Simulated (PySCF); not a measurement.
Exact mass, isotope pattern and composition

Species: [Cl5IMn]4-.

Calculated for natural abundance.

**Question.** Molar mass and exact mass?

**Answer.** For [Cl5IMn]4-, with standard atomic weights, 1 × 54.938 + 1 × 126.904 + 5 × 35.450 = 359.092 g/mol. From the most abundant isotopes (55Mn, 127I, 35Cl), 1 × 54.938045 + 1 × 126.904473 + 5 × 34.968853 = 356.6868 u for neutral atoms; the ion's mass is 356.6890 u once 4 electron masses (0.000549 u) are added.

**Question.** Work out the cluster of the ion itself, one line a nominal mass.

**Answer.** 
```csv
nominal mass,m/z (centroid),relative intensity
357,89.1722,62.6
359,89.6715,100.0
361,90.1708,63.9
363,90.6700,20.4
365,91.1693,3.3
367,91.6686,0.2
```

Cut off at 0.1 %. Abundances used (%; other tables differ somewhat): 35Cl 75.78, 37Cl 24.22.

**Question.** Give the mass fraction of each element.

**Answer.** Mn 15.30 %, I 35.34 %, Cl 49.36 %.

**Question.** Which singly substituted isotopologues are there?

**Answer.** Intensity in % of the monoisotopic species:

```tsv
isotope	mass shift (u)	m/z	intensity (%)
37Cl	+1.99705	89.6715	159.80
```

Species under 0.02 % are left out.

**Question.** What share of all these ions is the monoisotopic species?

**Answer.** 1 × 1 × 0.7578^5 = 24.99 %.

**Question.** Count the protons, neutrons and electrons of the monoisotopic species, and give its exact less its nominal mass.

**Answer.** 163 protons, 194 neutrons and 167 electrons; 356.6868 − 357 = -0.3132 u, electron masses as for neutral atoms.
